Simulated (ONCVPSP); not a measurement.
## As, ONCV: configuration errors across variants

```json
{
  "Element": "arsenic",
  "Generator": "ONCVPSP 4.0.1",
  "Type": "optimised norm-conserving Vanderbilt (ONCV)",
  "Functional": "Wu-Cohen",
  "Relativity": "non-relativistic",
  "Frozen core": "[Ar]",
  "Valence charge": "15",
  "Reference configuration": "3d10 4s1 4p4",
  "Partial waves": "4s: rc 1.65 bohr, ncon 4, nbas 8, qcut 4.5 1/bohr, 1 projector; 4p: rc 1.90 bohr, ncon 4, nbas 8, qcut 3.7 1/bohr, 3 projectors, debl 1.5 Ha; 3d: rc 0.85 bohr, ncon 4, nbas 8, qcut 17.6 1/bohr, local",
  "Local potential": "the d channel",
  "Core correction": "Teter function, fcfact 3, rcfact 1.6"
}
```

All-electron excitation energies from the reference (eV): (1) 3d10 4s2 4p3 -8.956; (2) 3d10 4s2 4p2 0.243; (3) 3d10 4s2 4p1 18.226.

A true bound ghost makes a file unfit for plane-wave use even where its test errors are small: the radial tests pick states by their node count and pass the ghost by.

Errors AE − PS in meV (a dash: test not solved or not reliable):

```csv
change,(1),(2),(3),bound ghosts,GHOST(+) flags above zero
base,+2.6,+0.9,+0.7,"s, p","s, p"
"core correction Teter function, fcfact 1.6, rcfact 1.6",+2.8,+1.1,+0.4,"s, p","s, p"
"core correction Teter function, fcfact 3.2, rcfact 1.6",+2.6,+0.9,+0.7,"s, p","s, p"
"core correction Teter function, fcfact 4.3, rcfact 1.6",+2.5,+0.7,+0.9,"s, p","s, p"
"core correction Teter function, fcfact 5.2, rcfact 1.6",+2.4,+0.6,+1.1,"s, p","s, p"
"core correction Teter function, fcfact 5.8, rcfact 1.6",+2.3,+0.5,+1.2,"s, p","s, p"
"core correction Teter function, fcfact 6.5, rcfact 1.6",+2.2,+0.4,+1.3,"s, p","s, p"
"core correction Teter function, fcfact 7.6, rcfact 1.6",+2.1,+0.3,+1.5,"s, p","s, p"
```

Q: Give the same row for: core correction Teter function, fcfact 2.5, rcfact 1.6.

A: +2.7, +1.0, +0.6; bound ghosts: s, p; GHOST(+) flags above zero: s, p.
